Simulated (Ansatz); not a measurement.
This Ansatz (a quantum-chemistry and plane-wave program) input (PBE/def2-TZVPP) gives -497.75839 Eh with 73 basis functions. A basis named .json is the Basis Set Exchange file of that set (core-valence sets with the plain set on hydrogen).

Ansatz 0.2 input:
```yaml
crystal:
  periodic: [false, false, false]
  atoms:
    - {symbol: S, position_ang: [-0.00000000, -0.00000000, -0.57933392]}
    - {symbol: F, position_ang: [0.00000000, 0.00000000, 1.02992697]}
basis:
  gaussian:
    orbitals: def2-TZVPP
    fitting: {mean_field: def2-universal-JFIT.json}
hamiltonian:
  xc: {name: PBE}
magnetization: {spin_polarized: true, initial_magnetization: 1}
```

Change:
```diff
- fitting: {mean_field: def2-universal-JFIT.json}
+ final_grid: {core_spheres: 10, valence_spheres: 9, degree: 29}
```

Question: What does the run give now?

Answer: -497.75830 Eh (PBE/def2-TZVPP, 73 functions), a change of +0.09 mEh.
